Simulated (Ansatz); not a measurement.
`CCB(N)S`, relaxed with RKS PBE0-D4/def2-TZVP in the Gaussian-basis code of Ansatz from a PBE-D4/def2-SVP geometry. The force threshold is 0.005 eV/Å; the program also tests the step.

Total charge 0; spin multiplicity 1.

Start:

```xyz
13

C     0.797   -0.976   -1.079
C    -0.363   -0.759   -0.100
B    -0.409    0.654    0.631
N     0.560    1.644    0.381
S    -1.739    1.059    1.842
H     0.768   -1.978   -1.554
H     0.782   -0.230   -1.903
H     1.782   -0.889   -0.572
H    -0.354   -1.550    0.684
H    -1.336   -0.901   -0.624
H     1.326    1.496   -0.276
H     0.573    2.563    0.823
H    -2.385   -0.134    1.749
```

By how much does the energy fall, and how many steps does the optimiser take? (An estimate is asked.)

Ansatz gave: 0.05 eV, in 4 steps.

Which bonds change most? (Estimate.)

Computed: S5–H13 from 1.360 to 1.341 Å; C1–H7 from 1.111 to 1.094 Å; C1–H8 from 1.111 to 1.094 Å; C2–H10 from 1.114 to 1.097 Å.

Give the relaxed structure. (Best estimate.)

Ansatz gave: 
```xyz
13

C     0.792   -0.967   -1.073
C    -0.360   -0.755   -0.100
B    -0.403    0.647    0.623
N     0.557    1.631    0.378
S    -1.725    1.049    1.824
H     0.757   -1.956   -1.535
H     0.771   -0.233   -1.885
H     1.761   -0.880   -0.572
H    -0.343   -1.535    0.671
H    -1.316   -0.899   -0.619
H     1.314    1.486   -0.267
H     0.565    2.535    0.817
H    -2.370   -0.123    1.738
```
